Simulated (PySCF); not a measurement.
C₃H₅BF₂O, SMILES CB(O)/C(F)=C\F.

Coordinates come from a PBE-D3(BJ)/def2-SVP optimisation. The structure was generated by enumeration; whether it is a known compound was not checked. The values are those of a single conformer.

Method: PBE-D3(BJ)/def2-SVP (PySCF 2.14.0).

Harmonic, unscaled wavenumbers; measured fundamentals usually lie a few per cent lower.

Computed vibrational spectrum:
```
mode  ν (cm⁻¹)  IR (km/mol)  moving atoms (share of kinetic energy)
----  --------  -----------  --------------------------------------
1           63          0.0          O 32 %, F 30 %, C 25 %, H 13 %
2          107          0.3                                  H 97 %
3          161          2.3                  F 52 %, C 28 %, H 12 %
4          261          2.4                   F 44 %, O 36 %, B 9 %
5          269         11.3                  C 42 %, H 35 %, B 15 %
6          312          2.8          C 28 %, H 27 %, F 21 %, O 20 %
7          324          0.4                  C 44 %, F 38 %, B 10 %
8          452         16.0  C 35 %, F 29 %, H 16 %, O 10 %, B 10 %
9          517         20.5                  H 49 %, C 25 %, B 20 %
10         583          7.7                          F 63 %, C 30 %
11         633         53.8                          H 76 %, C 14 %
12         645          1.1           C 50 %, H 20 %, O 15 %, F 9 %
13         814          3.6                  H 57 %, C 24 %, O 14 %
14         832         20.8                          H 66 %, C 33 %
15         859         39.0                  H 44 %, B 33 %, C 20 %
16         933        126.9                  H 63 %, B 16 %, C 11 %
17        1126         94.6          H 34 %, C 31 %, B 18 %, F 12 %
18        1173        223.3                   C 53 %, F 38 %, H 8 %
19        1218          0.7                          H 66 %, C 18 %
20        1261         17.6                          H 70 %, C 22 %
21        1339        172.7          B 39 %, H 36 %, O 14 %, C 11 %
22        1363         68.8                  H 39 %, C 38 %, B 20 %
23        1377          5.1                                  H 96 %
24        1417         83.5                  H 46 %, B 35 %, C 10 %
25        1656         63.4                                  C 93 %
26        2966          4.9                                  H 97 %
27        3053          1.8                           H 91 %, C 9 %
28        3059         19.6                           H 91 %, C 9 %
29        3119          7.6                           H 91 %, C 9 %
30        3732         61.7                                  H 94 %
```
